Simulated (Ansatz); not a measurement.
B8P8⁺ (relaxed from a model of (BP)8 cage of four- and six-membered rings, whose bonding it doesn't keep). Total charge 1; doublet. Geometry r2SCAN-D4/def2-SVP, that of the neutral singlet; atoms count from 1.

```xyz
16

B     1.353    0.641    1.845
P     0.803    2.507    1.540
B    -0.557    1.258    1.938
P     0.161   -0.210    3.038
B     0.405   -1.211    1.388
P     2.104   -0.719    0.712
B     1.535   -0.236   -1.070
P     0.817    1.409   -1.673
B    -0.124    1.881   -0.053
P    -1.846    1.334    0.513
B    -1.816   -0.434   -0.265
P    -1.074   -2.024    0.448
P     1.042   -1.569   -2.399
B    -0.147   -0.102   -2.369
P    -2.005   -0.728   -2.179
B    -0.649   -1.797   -1.413
```

Problem. Estimate the Mulliken populations from the PBE0/def2-SVP orbitals of Ansatz.

Solution. 
| atom | charge (e) | spin (α − β) |
| --- | --- | --- |
| B1 | -0.03 | 0.03 |
| P2 | 0.17 | 0.09 |
| B3 | -0.03 | 0.03 |
| P4 | 0.17 | 0.09 |
| B5 | -0.08 | 0.01 |
| P6 | 0.19 | 0.12 |
| B7 | -0.08 | 0.01 |
| P8 | 0.19 | 0.12 |
| B9 | -0.08 | 0.01 |
| P10 | 0.19 | 0.12 |
| B11 | -0.08 | 0.01 |
| P12 | 0.19 | 0.12 |
| P13 | 0.17 | 0.09 |
| B14 | -0.03 | 0.03 |
| P15 | 0.17 | 0.09 |
| B16 | -0.03 | 0.03 |
Mulliken values depend strongly on the basis.

Problem. Where does the spin sit?

Solution. Summed by element: B 0.17, P 0.83, of 1 unpaired in all. Largest on single atoms: P12 0.12, P8 0.12, P10 0.12.

Problem. And the Mayer bond orders between heavy atoms (over 0.3)?

Solution. B1–P2 0.85 (1.97 Å); B1–P4 0.94 (1.89 Å); B1–P6 0.96 (1.92 Å); P2–B3 0.94 (1.89 Å); P2–B9 0.97 (1.95 Å); B3–P4 0.85 (1.97 Å); B3–P10 0.96 (1.92 Å); P4–B5 0.97 (1.95 Å); B5–P6 1.01 (1.89 Å); B5–P12 0.97 (1.93 Å); P6–B7 0.97 (1.93 Å); B7–P8 1.01 (1.89 Å); B7–P13 0.97 (1.95 Å); P8–B9 0.97 (1.93 Å); P8–B14 0.96 (1.92 Å); B9–P10 1.01 (1.89 Å); P10–B11 0.97 (1.93 Å); B11–P12 1.01 (1.89 Å); B11–P15 0.97 (1.95 Å); P12–B16 0.96 (1.92 Å); P13–B14 0.94 (1.89 Å); P13–B16 0.85 (1.97 Å); B14–P15 0.85 (1.97 Å); P15–B16 0.94 (1.89 Å).
